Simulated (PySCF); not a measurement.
**Static response to an electric field**

Species: C7H4F2.
Atom-mapped SMILES: `[F:1][c:2]1[cH:3][c:4]([F:5])[c:6]2[c:7]([cH:8]1)[CH2:9]2` (hydrogens: H10 on C3; H11 on C8; H12, H13 on C9)

Cartesian coordinates in Å at the GFN2-xTB level; atoms count from 1:
```
atom  x, y, z in Å
F1    -2.6716   -1.2565   -0.2726
C2    -1.4803   -0.6411   -0.1491
C3    -1.4708    0.7371   -0.0708
C4    -0.2548    1.4339    0.0595
F5    -0.2640    2.7767    0.1358
C6     0.8560    0.6647    0.0980
C7     0.8029   -0.7145    0.0172
C8    -0.3265   -1.4521   -0.1080
C9     2.1417   -0.0874    0.1548
H10   -2.3998    1.2828   -0.1083
H11   -0.3967   -2.5253   -0.1724
H12    2.7997   -0.0588   -0.7056
H13    2.6599   -0.1591    1.1038
```

Level: CAM-B3LYP/def2-SVPD (PySCF), static field, nuclei fixed, core orbitals frozen in the response. The polarisability tensor in these axes (au):

```
x   96.73 -0.14  3.72
y   -0.14 84.92  2.12
z    3.72  2.12 47.41
```

**Question.** Diagonalise the tensor; give its mean and Δα, where Δα² is half the sum of the squared differences of the eigenvalues.

**Answer.** Principal values 47.02, 85.04 and 97.01 au; mean 76.36 au = 11.31 Å³ = 12.59 × 10⁻⁴⁰ C²·m²/J; Δα = 45.22 au (59 % of the mean).

**Question.** What is the dipole moment, and where does it point?

**Answer.** (1.67, -1.06, 0.07) D, 1.98 D in size, pointing from the negative to the positive side. Measured along this direction, the outermost atoms are H10 at the negative end and H12 and H13 at the positive end.

**Question.** Rayleigh depolarisation ratio (linearly polarised light, static tensor)?

**Answer.** ρ = 3Δα²/(45ᾱ² + 4Δα²) = 6133.7/(262361 + 8178.2) = 0.0227.

**Question.** Form Σ f/ω² (atomic units) for the 8 lowest TDDFT singlets, given as eV and f, and set it beside the mean polarisability, which is this sum over all singlets: 5.34, 0.0301; 5.93, 0.0083; 6.63, 0.0004; 6.69, 0.0029; 6.92, 0.3551; 6.99, 0.5256; 7.00, 0.0029; 7.30, 0.0004.

**Answer.** They add up to 14.51 au, 19.0 % of the 76.36 au; the largest single term is 7.95 au, from the state at 6.99 eV. Terms in order: 0.78, 0.17, 0.01, 0.05, 5.49, 7.95, 0.04, 0.01 au. Higher excitations give the rest. The strengths listed sum to 0.926.

**Question.** In a dilute gas of rigid molecules at 350 K, how does the orientational term μ²/3kT compare with the electronic polarisability?

**Answer.** In Gaussian units μ²/3kT = 27.04 Å³ against 11.31 Å³, a ratio of 2.39; the Debye molar polarisation (4π/3)N_A(α + μ²/3kT) is 96.8 cm³/mol, leaving out the vibrational part.

Geometry: GFN2-xTB; no solvent, vibrations or thermal averaging.
